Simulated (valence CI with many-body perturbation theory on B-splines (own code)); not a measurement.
# Hyperfine factors and g values of V16+

Computed by valence CI with perturbative core correlation (CI+MBPT): five valence electrons over a frozen Dirac-Fock core [He], a basis of 9 s, 9 p, 8 d, 6 f, 3 g, 1 h functions for each j, with the one-electron correlation potential Σ1, the two-electron term Σ2, the three-electron term Σ3, Breit, model QED; selected CI, second order for the rest (own B-spline code, finite nucleus).

No measured levels were compared; by estimate levels of excited configurations hold to 0.05 to 0.15 % of their energy, terms of the ground configuration to about 0.5 %. Among the levels kept, up to 1900 cm⁻¹ of a level comes from second order outside the variational space, and about a tenth of that is noise between levels of different J, which matters for small intervals.

A/g_I is the dipole constant over the nuclear g factor μ/I (μ in nuclear magnetons, uniformly magnetised nucleus), B/Q the quadrupole constant per barn. Both hold the static response of the core; the bare values leave it out. Large factors of s and p1/2 electrons are usually good to 5 to 10 %; those of open d and f shells near neutrality can be off by tens of per cent, and small factors of p3/2, d and f electrons come from cancelling terms and can be off by a factor of two or in sign, in half-filled shells by more. B is blank for J = 1/2, where it vanishes, and for nearly pure S terms. Energies count from the lowest level.

Names give the largest LS component (configuration and term), which can be under half, so a name can repeat, a term be missing and a line seem to break the LS rules; names also repeat where a configuration has a term twice. Letters in brackets count levels of one name in rising energy.

| Level | E (× 10³ cm⁻¹) | g | A/g_I (MHz) | A/g_I bare | B/Q (MHz/b) | B/Q bare |
| --- | --- | --- | --- | --- | --- | --- |
| 2s²2p³ ⁴S°_3/2 | 0.00 | 1.962 | 1450 | 4670 |  |  |
| 2s²2p³ ²D°_3/2 | 121.27 | 0.914 | 18200 | 18100 | 32400 | 32500 |
| 2s²2p³ ²D°_5/2 | 140.60 | 1.197 | 33500 | 34100 | -320 | -322 |
| 2s²2p³ ²P°_1/2 | 211.87 | 0.662 | 95400 | 93800 |  |  |
| 2s²2p³ ²P°_3/2 | 240.93 | 1.251 | 19100 | 20000 | -34000 | -34200 |
| 2s2p⁴ ⁴P_5/2 | 627.71 | 1.592 | 75800 | 75800 | 32000 | 32200 |
| 2s2p⁴ ⁴P_3/2 | 666.34 | 1.727 | 66200 | 66600 | -26300 | -26400 |
| 2s2p⁴ ⁴P_1/2 | 681.75 | 2.652 | 152000 | 152000 |  |  |
| 2s2p⁴ ²D_3/2 | 867.47 | 0.814 | -22200 | -20400 | -44700 | -45000 |
| 2s2p⁴ ²D_5/2 | 873.44 | 1.203 | 90700 | 88800 | -65100 | -65500 |
| 2s2p⁴ ²S_1/2 | 1000.7 | 1.778 | 240000 | 233000 |  |  |
| 2s2p⁴ ²P_3/2 | 1039.6 | 1.319 | -2500 | 293 | 31300 | 31400 |
| 2s2p⁴ ²P_1/2 | 1094.1 | 0.900 | 120000 | 115000 |  |  |
| 2p⁵ ²P°_3/2 | 1637.3 | 1.331 | 15700 | 17700 | -32000 | -32100 |
| 2p⁵ ²P°_1/2 | 1698.9 | 0.662 | 95800 | 93300 |  |  |
| 2s²2p²3s ⁴P_1/2 | 5327.2 | 2.467 | 61700 | 62000 |  |  |
| 2s²2p²3s ⁴P_3/2 | 5360.4 | 1.714 | 21600 | 22500 | 25000 | 25200 |
| 2s²2p²3s ²P_1/2 | 5388.3 | 0.874 | -9380 | -8370 |  |  |
| 2s²2p²3s ⁴P_5/2 | 5388.8 | 1.557 | 38600 | 39400 | -24400 | -24500 |
| 2s²2p²3s ²P_3/2 | 5419.3 | 1.236 | 25900 | 27600 | -17300 | -17400 |
| 2s²2p²3s ²D_5/2 | 5491.0 | 1.239 | 39600 | 39400 | 58000 | 58300 |
| 2s²2p²3s ²D_3/2 | 5496.0 | 0.910 | 15600 | 16500 | 32900 | 33000 |
| 2s²2p²3p ⁴D°_1/2 | 5497.7 | 0.881 | 24100 | 24400 |  |  |
| 2s²2p²3p ⁴D°_3/2 | 5523.6 | 1.293 | 6290 | 6890 | 11800 | 11900 |
| 2s²2p²3p ²S°_1/2 | 5526.5 | 1.219 | -6320 | -4600 |  |  |
| 2s²2p²3p ⁴D°_5/2 | 5553.0 | 1.387 | 6220 | 7240 | 19200 | 19300 |
| 2s²2p²3p ⁴P°_3/2 | 5553.5 | 1.388 | 20300 | 21400 | -14200 | -14200 |
| 2s²2p²3p ⁴P°_1/2 | 5562.7 | 2.413 | -20900 | -17500 |  |  |
| 2s²2p²3p ⁴P°_5/2 | 5572.0 | 1.416 | 22500 | 23600 | -6720 | -6740 |
| 2s²2p²3p ²D°_3/2 [a] | 5580.2 | 1.074 | 26400 | 26300 | -16200 | -16300 |
| 2s²2p²3p ⁴D°_7/2 | 5580.3 | 1.402 | 18300 | 19300 | -16900 | -17000 |
| 2s²2p²3s ²S_1/2 | 5602.0 | 1.992 | 80600 | 78600 |  |  |
| 2s²2p²3p ⁴S°_3/2 | 5606.7 | 1.877 | 21300 | 23300 | 1980 | 1990 |
| 2s²2p²3p ²D°_5/2 [a] | 5621.5 | 1.279 | 21400 | 22100 | -3000 | -3020 |
| 2s²2p²3p ²P°_3/2 [a] | 5624.4 | 1.358 | 15500 | 16900 | 9830 | 9880 |
| 2s²2p²3p ²P°_1/2 [a] | 5635.2 | 0.792 | 44400 | 44000 |  |  |
| 2s²2p²3p ²F°_5/2 | 5678.4 | 0.952 | 25000 | 25000 | 44000 | 44200 |
| 2s²2p²3p ²F°_7/2 | 5689.1 | 1.167 | 19100 | 19300 | 68100 | 68500 |
| 2s2p³3s ⁶S°_5/2 | 5691.8 | 1.991 | 77600 | 78100 |  |  |
| 2s²2p²3p ²D°_3/2 [b] | 5707.8 | 0.956 | 24600 | 24600 | 33000 | 33100 |

**Question.** Take the isotope of mass number 51, with I = 7/2, μ = 5.1464 μN and Q = -0.052 b. What is the hyperfine structure of 2s²2p³ ²P°_3/2?

**Answer.** From the table A = 28000 MHz, B = 1770 MHz. Shifts from the centre of gravity in MHz: F = 2: -188000, F = 3: -105000, F = 4: 6180, F = 5: 147000.
